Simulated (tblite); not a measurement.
Compound: C₃H₁₄N₂SSi₂.
SMILES with atom numbers: `[CH3:1][CH2:2][NH:3][Si@@H:4]([NH:5][SiH3:6])[S:7][CH3:8]` (hydrogens: H9, H10, H11 on C1; H12, H13 on C2; H14 on N3; H15 on Si4; H16 on N5; H17, H18, H19 on Si6; H20, H21, H22 on C8)

Computed with GFN2-xTB (tblite), gas phase: L-BFGS steps from a force-field or distance-geometry start until the largest atomic force falls under 0.01 eV/Å.

Step 144: E = -713.0514 eV
```
atom  x, y, z in Å  |  force x, y, z in eV/Å
C1      2.4752   -0.0908    1.3116    0.031   0.029  -0.026
C2      1.7563    0.7747    0.2798   -0.005  -0.022   0.004
N3      0.9005   -0.0059   -0.5805    0.028  -0.041  -0.032
Si4    -0.7853   -0.1983   -0.3760   -0.064  -0.011   0.075
N5     -1.7222    1.1944   -0.7613   -0.062  -0.028  -0.023
Si6    -1.8755    2.6876    0.0972    0.030   0.005  -0.004
S7     -1.3842   -1.7075   -1.7806   -0.018   0.033   0.006
C8     -0.8649   -3.1623   -0.8266    0.011   0.001   0.000
H9      3.0802   -0.8417    0.8059    0.015   0.005   0.043
H10     3.1237    0.5222    1.9318    0.012  -0.014   0.007
H11     1.7551   -0.5973    1.9484   -0.030  -0.006   0.004
H12     2.4973    1.3002   -0.3326    0.003   0.026  -0.001
H13     1.1319    1.5159    0.7777   -0.005   0.024  -0.007
H14     1.4240   -0.6913   -1.1080   -0.067   0.046  -0.013
H15    -1.1630   -0.6504    0.9707    0.015  -0.019  -0.054
H16    -2.3399    1.0847   -1.5522    0.083   0.048   0.044
H17    -1.3844    3.7903   -0.7333   -0.010  -0.018  -0.006
H18    -1.0482    2.5435    1.2939    0.009  -0.004   0.007
H19    -3.2781    2.8909    0.4677    0.003   0.009  -0.027
H20    -1.4578   -3.2236    0.0801    0.001  -0.028   0.012
H21    -1.0402   -4.0344   -1.4469    0.004  -0.006  -0.001
H22     0.1890   -3.0814   -0.5820    0.014  -0.030  -0.007
```

Step 145: E = -713.0523 eV
```
atom  x, y, z in Å  |  force x, y, z in eV/Å
C1      2.4711   -0.0899    1.3124    0.017   0.022  -0.029
C2      1.7546    0.7760    0.2787   -0.008  -0.003  -0.003
N3      0.8990   -0.0033   -0.5828   -0.004  -0.026  -0.008
Si4    -0.7866   -0.1988   -0.3747   -0.028  -0.013   0.050
N5     -1.7232    1.1930   -0.7613   -0.007  -0.046   0.036
Si6    -1.8713    2.6847    0.0976    0.043   0.051   0.049
S7     -1.3830   -1.7076   -1.7799   -0.021   0.024   0.005
C8     -0.8636   -3.1628   -0.8264    0.012   0.000  -0.004
H9      3.0765   -0.8425    0.8088    0.003   0.014   0.045
H10     3.1196    0.5222    1.9333    0.009  -0.010   0.008
H11     1.7478   -0.5946    1.9479   -0.011   0.003  -0.007
H12     2.4948    1.3024   -0.3340    0.013   0.014   0.008
H13     1.1298    1.5189    0.7745    0.002   0.012  -0.001
H14     1.4218   -0.6865   -1.1122   -0.048   0.021  -0.028
H15    -1.1621   -0.6507    0.9712    0.009  -0.026  -0.034
H16    -2.3387    1.0835   -1.5510    0.022   0.042  -0.028
H17    -1.3802    3.7864   -0.7352   -0.010  -0.023   0.003
H18    -1.0402    2.5384    1.2949   -0.023   0.002  -0.037
H19    -3.2726    2.8935    0.4721    0.013   0.004  -0.028
H20    -1.4554   -3.2243    0.0807   -0.002  -0.027   0.016
H21    -1.0393   -4.0344   -1.4466   -0.004  -0.015  -0.009
H22     0.1906   -3.0841   -0.5833    0.023  -0.020  -0.002
```

Task: Estimate the geometry and energy of step 146. (The exact step hangs on the optimiser's Hessian estimate; all steps are aligned on step 145, rigid shifts and turns removed.)

Result: E = -713.0533 eV, largest force 0.093 eV/Å
```
atom  x, y, z in Å  |  force x, y, z in eV/Å
C1      2.4653   -0.0879    1.3125    0.001   0.021  -0.013
C2      1.7522    0.7785    0.2771   -0.004  -0.001  -0.018
N3      0.8969   -0.0003   -0.5852   -0.029  -0.007   0.010
Si4    -0.7882   -0.1999   -0.3742    0.001  -0.025   0.017
N5     -1.7234    1.1918   -0.7610    0.020  -0.033   0.085
Si6    -1.8642    2.6828    0.0998    0.051   0.059   0.042
S7     -1.3822   -1.7096   -1.7796   -0.023   0.015   0.006
C8     -0.8616   -3.1642   -0.8259    0.007  -0.010  -0.003
H9      3.0708   -0.8426    0.8131    0.008   0.009   0.029
H10     3.1130    0.5223    1.9363    0.002  -0.008   0.006
H11     1.7368   -0.5909    1.9446    0.006   0.010  -0.009
H12     2.4911    1.3066   -0.3359    0.025   0.000   0.015
H13     1.1275    1.5219    0.7715   -0.009   0.017   0.010
H14     1.4190   -0.6805   -1.1177   -0.029  -0.001  -0.041
H15    -1.1615   -0.6567    0.9687    0.000  -0.026  -0.006
H16    -2.3388    1.0851   -1.5495   -0.014   0.033  -0.071
H17    -1.3738    3.7821   -0.7364   -0.007  -0.019   0.005
H18    -1.0304    2.5354    1.2952   -0.024   0.001  -0.040
H19    -3.2629    2.8957    0.4781   -0.005   0.006  -0.022
H20    -1.4511   -3.2265    0.0828   -0.001  -0.017   0.013
H21    -1.0382   -4.0370   -1.4440   -0.008  -0.011  -0.017
H22     0.1932   -3.0866   -0.5855    0.031  -0.013   0.003
```

The energy changes by -0.0010 eV. The first-order estimate −F·Δx gives -0.0013 eV and the mean of the old and new forces, exact on a quadratic surface, -0.0010 eV. The step makes an angle of 77° with the force vector and moves no atom by more than 0.012 Å.

What follows is the cost of the whole relaxation. On one thread of an Intel Xeon at 2.50 GHz, no GPU, shared host with 64 logical CPUs at a one-minute load of 55, this took 8.3 s.
